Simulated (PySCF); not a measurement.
[Al3O]+ at several levels of theory

All levels use the PBE0 minimum (singlet; O–Al 1.880 Å (×3); Al–O–Al 120.0° (×3)), basis [O def2-TZVP, Al def2-TZVP], no relativity, density fitting, no spin–orbit coupling, PySCF. For vertical energies the ionised species is a doublet (spins chosen at PBE0 and kept) and the electron-attached one a doublet. Open shells are unrestricted, also as the reference of the correlated levels. A dash marks a value that was not computed or is not defined at that level.

Z-matrix (Å, degrees; charge 1 multiplicity 1):
```
O
Al 1 1.8801
Al 1 1.8801 2 120.00
Al 1 1.8801 2 120.00 3 180.00
```

| level | vertical IP (eV) | vertical EA (eV) | −ε(HOMO) (eV) | gap (eV) |
| --- | --- | --- | --- | --- |
| PBE0 | 13.09 | 5.16 | 11.27 | 4.60 |
| HF | 12.59 | 4.40 | 13.19 | 9.29 |
| MP2 | 13.23 | 4.70 | – | – |
| PBE | 12.86 | 5.21 | 10.36 | 2.96 |
